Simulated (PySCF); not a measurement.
## From computed data to an observable: oscillator strength and radiative lifetime

C₅H₉F, SMILES C[C@H](F)C1CC1.

The structure is a stationary point at B3LYP-D3(BJ)/def2-SVP. The structure was generated by enumeration; whether it is a known compound was not checked. Other conformers were not sampled.

TDDFT-LC-ωPBE/def2-SVPD (PySCF) puts the first singlet state with f over 0.02 at 9.66 eV (vertical), with the transition dipole (-0.370, 0.251, 0.055) in atomic units.

Problem. Find the oscillator strength, the wavelength and the radiative lifetime that this transition would have in vacuum if emission retraced absorption.

Solution. 
|μ|² = 0.2029 au, so |μ| = 1.14 D. ΔE = 9.66/27.211 = 0.3550 hartree. f = (2/3) ΔE |μ|² = 0.048 (the program prints 0.048).
λ = 1239.84/9.66 = 128 nm; ν = 77913 cm⁻¹.
Einstein's coefficient A = 0.6670 ν² f s⁻¹ (ν in cm⁻¹) = 1.9e8 s⁻¹, so τ = 1/A = 5.1 ns. This state is S5; the lower singlets have f = 0.002, 0.004, 0.009, 0.002. The figure is the radiative limit of this one transition; relaxation, internal conversion, crossing to triplets and a medium change what is measured.
